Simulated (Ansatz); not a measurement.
`[OH][Ti]([SH])([SH])[SH]` and `[SH][Ti]([SH])([SH])[SH]` differ in one atom or group.

Ansatz, PBE0-D4/def2-TZVP geometries, multiplicity 1. Each molecule was computed in one conformer, which needn't be the lowest.

Scalar relativity is left out up to krypton.

```tsv
property	`[OH][Ti]([SH])([SH])[SH]`
HOMO energy (PBE0/def2-TZVPP) / eV	-7.54
HOMO–LUMO gap (B3LYP/def2-TZVPP) / eV	4.39
HOMO energy (PBE/def2-TZVPP) / eV	-6.38
LUMO energy (PBE/def2-TZVPP) / eV	-3.58
size of the dipole moment (PBE/def2-TZVPP) / D	2.27
HOMO energy (B3LYP/def2-TZVPP) / eV	-7.29
```

Q: Give the same properties after the change, and the shifts. (An estimate is asked.)

A: Computed: 
```
                                      property  `[SH][Ti]([SH])([SH])[SH]`  shift
            HOMO energy (PBE0/def2-TZVPP) / eV                       -7.82  -0.28
         HOMO–LUMO gap (B3LYP/def2-TZVPP) / eV                        4.39   0.00
             HOMO energy (PBE/def2-TZVPP) / eV                       -6.66  -0.28
             LUMO energy (PBE/def2-TZVPP) / eV                       -3.88  -0.30
size of the dipole moment (PBE/def2-TZVPP) / D                        1.30  -0.97
           HOMO energy (B3LYP/def2-TZVPP) / eV                       -7.56  -0.27
```

Dipoles are sizes alone; their direction can turn.

B3LYP here is the variant with VWN-RPA as its local correlation; programs differ in this.
